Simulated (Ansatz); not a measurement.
Reaction (formal exchange of groups at the Sn–Cl bond): `[CH3][SnH]([NH2])[Cl]` + `C=C(F)CF` → `[CH3][SnH]([NH2])[F]` + `C=C(F)CCl`

Isolated molecules relaxed with PBE0-D4/def2-TZVP in Ansatz; ΔE leaves out vibrations. CBS: MP2 limit from def2 TZ/QZ plus the TZ coupled-cluster correction, frozen cores. Functionals use def2-TZVPP. HSE06 is defined as in plane-wave codes. def2 core potentials past Kr. For Sn outer-core shells are correlated without core-valence functions, which leaves a few kJ/mol of doubt a bond. Each species was taken in one conformer, which may not be the lowest.

```csv
level,ΔE (kcal/mol),difference from CCSD(T)/CBS
LDA (SPW92),3.1,1.4
BLYP-D4,1.2,-0.5
PBE0-D4,3.5,1.8
r2SCANh-D4,3.2,1.5
HSE06-D4,3.6,1.9
ωB97X-V,3.0,1.3
ωB97M-V,3.1,1.4
PBE-QIDH,3.3,1.6
BLYP,1.4,-0.3
HF/def2-SVP,11.9,10.2
MP2/def2-SVP,3.8,2.1
CCSD(T)/def2-SVP,5.5,3.8
MP2/def2-TZVPP,1.5,-0.2
CCSD(T)/def2-TZVPP,2.6,0.9
MP2/CBS(def2),0.6,-1.1
CCSD/CBS(def2),2.4,0.7
CCSD(T)/CBS,1.7,0
```

Largest T1 diagnostic among the species: 0.013.

At CCSD(T), def2-SVP lies +3.8 kcal/mol from the extrapolated value and def2-TZVPP +0.9 kcal/mol. In def2-TZVPP, CCSD(T) changes the Hartree–Fock value by −4.4 kcal/mol (the triples alone add −0.7 kcal/mol) and MP2 by −5.5 kcal/mol.
